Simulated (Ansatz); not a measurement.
Cartesian coordinates in Å:
```
O -1.814 -0.750 -1.179
Sb -0.037 -0.086 -1.724
O 1.059 -1.526 -0.980
Si -0.020 1.257 0.521
S 0.651 -0.090 2.062
H -2.177 -1.365 -1.822
H 0.910 -1.604 -0.026
H -1.395 1.665 0.903
H 0.872 2.448 0.492
H 1.952 0.051 1.754
```

Total charge 0; spin multiplicity 1. Sb takes the def2 core potential.

(1) List the ωB97M-V/def2-TZVPP orbital energies in eV (the Gaussian-basis code of Ansatz). (An estimate is asked.)

Results:

(1) Ansatz gave: Occupied: -2427.06, -1807.71, -525.91, -525.80, -221.05, -164.15, -164.08, -163.98, -160.41, -148.74, -111.91, -111.87, -111.73, -102.88, -102.84, -102.83, -39.43, -39.31, -39.19, -39.17, -39.10, -30.22, -29.66, -23.49, -19.06, -17.18, -16.07, -14.50, -14.15, -12.88, -12.51, -12.30, -11.73, -11.10, -10.92, -10.28, -8.80. Lowest empty: 0.50, 0.58, 1.64, 2.07, 2.55, 3.01, 3.34, 3.50.
